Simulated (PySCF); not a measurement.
**Two-component Hartree-Fock for As²⁶⁺ (arsenic, charge +26)**

Start: [He] 2s2 2p3; 2p1/2 filled at m_j = -1/2, +1/2; 2p3/2 filled at m_j = +3/2. Calculated with PySCF 2.14 in an even-tempered Gaussian basis (17 s from 8.4 bohr⁻², ratio 2.4; 12 p from 11 bohr⁻², ratio 2.4; 5 d from 40 bohr⁻², ratio 2.6; 4 f from 60 bohr⁻², ratio 2.6): generalised Hartree-Fock with the X2C-1e Hamiltonian and a Gaussian nucleus; one run each with spin-orbit coupling (SO) switched off, then screened by Boettger's factors.

```json
{"spinor shell": "1s1/2", "electrons": "2", "ε, spin-free (eV)": "-13532.7", "ε, screened SO (eV)": "-13530.5", "weight of nominal j (screened SO)": "1.000", "rms radius, screened SO (bohr)": "0.0522"}
{"spinor shell": "2s1/2", "electrons": "2", "ε, spin-free (eV)": "-2909.8", "ε, screened SO (eV)": "-2909.2", "weight of nominal j (screened SO)": "1.000", "rms radius, screened SO (bohr)": "0.208"}
{"spinor shell": "2p1/2", "electrons": "2", "ε, spin-free (eV)": "-2795.1", "ε, screened SO (eV)": "-2806.2", "weight of nominal j (screened SO)": "0.894", "rms radius, screened SO (bohr)": "0.181"}
{"spinor shell": "2p3/2", "electrons": "1", "ε, spin-free (eV)": "-2795.1", "ε, screened SO (eV)": "-2774.8", "weight of nominal j (screened SO)": "1.000", "rms radius, screened SO (bohr)": "0.183"}
```

| quantity | spin-free | screened SO |
| --- | --- | --- |
| E (hartree) | -1652.89170 | -1653.56694 |
| M_J | 3/2 | 3/2 |
| ⟨J²⟩ | 3.750 | 3.762 |
| ⟨L²⟩ | 0.000 | 0.967 |
| ⟨S²⟩ | 3.750 | 2.637 |

Each row is a mean over spinors that exchange with the open shell spreads, by up to 56.367 eV (2s1/2).

Rows whose weight is well below 1 are mixtures of j = l ± 1/2: exchange outweighs spin-orbit coupling there, and the label is only the starting occupation.

Without spin-orbit coupling the j labels of p, d and f shells carry no meaning; the spin-free column gives the mean over the occupied spinors of each nl shell.
